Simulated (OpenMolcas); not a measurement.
An atom or ion with 8 electrons was computed by SS-CASPT2, IPEA 0.25 Eh, imaginary shift 0.1 Eh with spin-orbit coupling (OpenMolcas, ANO-RCC-VQZP, DKH2). The lowest levels that the run gave, each within 12 % of the measured value where one is at hand:

```
J  Parity  E (cm⁻¹)      g
2    even       0.0  1.501
1    even       150  1.501
0    even       224       
2    even     15450  1.000
0    even     35090
```

Task: Which ion is it, and what are the configurations and terms?

Result: O (Z = 8, neutral; active space 4 electrons in 3 orbitals (2p)). J, parity and g give the terms where levels are pure, and mixed ones are named by the computed weights; the size of the splittings, set against known spectra of the 8-electron sequence, gives the charge. In order, with the measured energies in cm⁻¹ (NIST Handbook of Basic Atomic Spectroscopic Data): 2s² 2p⁴ ³P₂, 2s² 2p⁴ ³P₁ (158), 2s² 2p⁴ ³P₀ (227), 2s² 2p⁴ ¹D₂ (15868), 2s² 2p⁴ ¹S₀ (33793).

CASPT2 breaks the degeneracy within a term, and the mean is taken; among the terms shown or strongly mixed into the levels shown the widest spread is 110 cm-1 (2s² 2p⁴ ¹D). With the s shell closed, the reference lacks s² → p² mixing. Computed and measured levels are paired by configuration, term and J; levels that our copy of the source lacks, or whose pairing is in doubt (as where it misses far off the trend of its configuration), stay unpaired and out of the deviations. Only configurations of the active space appear.
